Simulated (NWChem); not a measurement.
# C₂H₇NSi, singlet; SMILES CN(C)[SiH]

```xyz
11

Si     0.0424    -1.4731     0.0000
H     -1.4884    -1.6323     0.0000
N      0.0027     0.2586     0.0000
C      1.2471     1.0022     0.0000
C     -1.1586     1.1221     0.0000
H      1.3255     1.6519    -0.8908
H      1.3255     1.6519     0.8908
H      2.1038     0.3126     0.0000
H     -1.1651     1.7790     0.8895
H     -1.1651     1.7790    -0.8895
H     -2.0788     0.5250     0.0000
```
Atoms are numbered in this order, from 1.

Program: NWChem. Medium grid unless said otherwise, to which SCAN and Minnesota functionals are sensitive. Low-valent species are run as closed-shell singlets; no triplet was tried in these runs. Structure relaxed at the PBE0/def2-SVP level. Total energies of different functionals are on different scales.

| level | energy (Ha) | highest occupied level (eV) | orbital gap (eV) | dipole (D) |
|---|---|---|---|---|
| B3LYP/def2-SVP | -424.4695 | -5.96 | 4.45 | 2.27 |
| PBE/def2-SVP | -424.1135 | -5.05 | 2.89 | 2.53 |
| BLYP/def2-SVP | -424.3695 | -4.90 | 2.93 | 2.39 |
| r2SCAN0/def2-SVP | -424.3137 | -6.30 | 4.97 | 2.39 |
| r2SCAN/def2-SVP | -424.3310 | -5.28 | 3.19 | 2.59 |
| PBE0/def2-SVP | -424.1602 | -6.17 | 4.80 | 2.37 |
| OLYP/def2-SVP | -424.3848 | -4.90 | 2.93 | 2.41 |
